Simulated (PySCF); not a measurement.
# C₆ coefficients of unlike pairs at UHF

Calculated with PySCF 2.14 from the dipole response of each species, C₆(A,B) = (3/π) ∫ α_A(iu) α_B(iu) du, in atomic units, from isotropic polarisabilities. For ions this is the dispersion term alone; charge-induced terms of lower order in 1/R come first.

```json
{"species": "Si⁺", "configuration": "[Ne] 3s2 3p1 (2P)", "basis": "dyall-acv3z (19s12p6d4f)", "relativity": "none", "α (bohr³)": "19.55", "C₆ (like pair)": "105.0"}
{"species": "Hg", "configuration": "[Xe] 4f14 5d10 6s2 (1S)", "basis": "aug-cc-pVTZ-PP with one added diffuse shell each of s, p, d, f, g type with ECP60MDF (7s7p6d4f3g)", "relativity": "core potential", "α (bohr³)": "45.09", "C₆ (like pair)": "447.1"}
{"species": "Sc⁺", "configuration": "[Ar] 3d1 4s1 (3D)", "basis": "aug-cc-pVDZ-DK (7s6p4d2f)", "relativity": "spin-free X2C", "α (bohr³)": "75.36", "C₆ (like pair)": "550.4"}
{"species": "Ne⁺", "configuration": "[He] 2s2 2p5 (2P)", "basis": "dyall-acv3z (15s9p4d2f)", "relativity": "none", "α (bohr³)": "1.215", "C₆ (like pair)": "2.100"}
```

(1) Estimate C₆ for Ne⁺ with Hg.

No spin-orbit coupling is included.

The other pairs:

```json
{"pair": "Sc⁺, Hg", "C₆": "460.4"}
{"pair": "Sc⁺, Si⁺", "C₆": "217.1"}
{"pair": "Ne⁺, Sc⁺", "C₆": "19.19"}
{"pair": "Ne⁺, Si⁺", "C₆": "11.15"}
{"pair": "Hg, Si⁺", "C₆": "215.1"}
```

## Answers

(1) The integral gives 23.92. The combination rule 2 C_A C_B / (C_A α_B/α_A + C_B α_A/α_B) gives 20.87 and the geometric mean 30.64.
